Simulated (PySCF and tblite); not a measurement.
C7H11N, numbered as in [C-:1]#[N+:2][CH:3]1[CH2:4][CH2:5][CH2:6][CH2:7][CH2:8]1.

Level: PBE0-D3(BJ)/pcSseg-1 (IEF-PCM, chloroform)//GFN2-xTB, thermal terms from GFN2-xTB, symmetry numbers and mirror pairs counted. Conformers within 3 kcal/mol (GFN2-xTB free energy) were kept, 10 at most. GIAO shieldings: PBE0/pcSseg-1 (IEF-PCM, chloroform). Shifts are against TMS (¹H), TMS (¹³C), NH3 (¹⁵N) at the same level; of two unlike H on one atom, a is the less shielded. Run with PySCF (density fitting) and tblite.

Problem. Predict the averaged NMR shifts at 298.15 K.

Solution. ¹H: 3.76 (H3, 1H), 1.91 (H4a/H8a, 2H), 1.88 (H5a/H7a, 2H), 1.83 (H4b/H8b, 2H), 1.54 (H6a, 1H), 1.49 (H5b/H7b, 2H), 1.43 (H6b, 1H) ppm. ¹³C: 174.1 (C1), 49.7 (C3), 37.6 (C4/C8), 29.8 (C6), 26.6 (C5/C7) ppm. ¹⁵N: 214.1 (N2) ppm.

Problem. How do the conformers differ?

Solution. The 6-ring runs over atoms 3–4–5–6–7–8.
```tsv
conformer	shape	weight %
1	6-ring chair (N2 axial)	55.7
2	6-ring chair (all substituents equatorial)	44.3
```

| signal | 1 | 2 | average |
| --- | --- | --- | --- |
| H3 | 4.05 | 3.39 | 3.76 |
| H4a/H8a | 1.58 | 2.33 | 1.91 |
| H4b/H8b | 2.03 | 1.58 | 1.83 |
| H5a/H7a | 1.89 | 1.86 | 1.88 |
| H5b/H7b | 1.66 | 1.28 | 1.49 |
| H6a | 1.81 | 1.19 | 1.54 |
| H6b | 1.22 | 1.70 | 1.43 |
| C1 | 174.8 | 173.3 | 174.1 |
| C3 | 48.6 | 51.1 | 49.7 |
| C4/C8 | 36.1 | 39.5 | 37.6 |
| C5/C7 | 24.6 | 29.1 | 26.6 |
| C6 | 30.2 | 29.4 | 29.8 |
| N2 | 212.0 | 216.7 | 214.1 |

Problem. Which signal moves most, for its nucleus, between 150 and 400 K through the change of populations alone?

Solution. H4a/H8a: 1.84 ppm at 150 K, 1.88 ppm at 200 K, 1.90 ppm at 250 K, 1.91 ppm at 298.15 K, 1.93 ppm at 400 K.

Unscaled ¹⁵N shifts at such levels can be off by tens of ppm; differences between conformers or isomers are more reliable. Shifts are unscaled: against experiment ¹³C can be off by 15 ppm or more and ¹H by 0.8 ppm.


¹⁵N shifts are against a computed isolated NH3 molecule, about 20 ppm from the liquid.